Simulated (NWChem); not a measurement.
System: NaOH; SMILES [OH][Na]

Input file for NWChem:

```
start job
memory heap 200 mb stack 900 mb global 1100 mb
geometry units angstroms noautoz
  Na    -0.066701    -0.942378     0.000000
  O      0.132980     0.955926     0.000000
  H      0.231121     1.907467     0.000000
end
basis spherical
  Na library def2-tzvp
  O library def2-tzvp
  H library def2-tzvp
end
dft
  xc b3lyp
  iterations 150
  mulliken
end
task dft energy
```

Structure relaxed at the PBE0/def2-SVP level. B3LYP is NWChem's, with the RPA form of VWN correlation.

Task: What results follow from this input? (B3LYP/def2-TZVP.) Quantities: basis functions; energy (Ha); highest occupied level (eV); orbital gap (eV); dipole (D).

Result: The number of basis functions is 69. The energy (Ha) comes out as -238.18 and the highest occupied level (eV) is -4.91. The orbital gap (eV) is 3.41 and the dipole (D) is 6.05.
